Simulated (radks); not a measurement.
Results of a calculation; reference values are marked as such.
Tm1.5+, 67.5 electrons, occupied as [Xe] 4f11 6s1 6p1.5 (fractional occupations, a model configuration). Level of theory: scalar-relativistic Kohn-Sham, PBE, spin-unpolarised, spherical densities, point nucleus (a radial shooting solver on a logarithmic mesh with Libxc functionals).

Unscreened Slater integrals over Kohn-Sham orbitals (eV).

integral     value
F0(6p,6p)   6.6371
F2(6p,6p)   3.6608
F0(6p,6s)   7.2307
G1(6p,6s)   4.5444
F0(6p,4f)   8.7329
F2(6p,4f)   1.0679
G2(6p,4f)  0.27902
G4(6p,4f)  0.25316
F0(6p,5p)   8.3335
F2(6p,5p)   2.0393
G0(6p,5p)  0.38991
G2(6p,5p)  0.52917
F0(6s,6s)   8.1234
F0(6s,4f)   10.580
G3(6s,4f)  0.38995
F0(6s,5p)   9.9786
G1(6s,5p)  0.83527
F0(4f,4f)   35.304
F2(4f,4f)   16.783
F4(4f,4f)   10.530
F6(4f,4f)   7.5755
F0(4f,5p)   21.542
F2(4f,5p)   7.1978
G2(4f,5p)   3.5146
G4(4f,5p)   2.7606
F0(5p,5p)   17.814
F2(5p,5p)   9.6249

Derived for the open shells (J is the average intra-shell exchange parameter used in DFT+U). 4f: F4/F2 = 0.627, F6/F2 = 0.451, J = (286 F2 + 195 F4 + 250 F6)/6435 = 1.359 eV. 6p: J = F2/5 = 0.7322 eV.
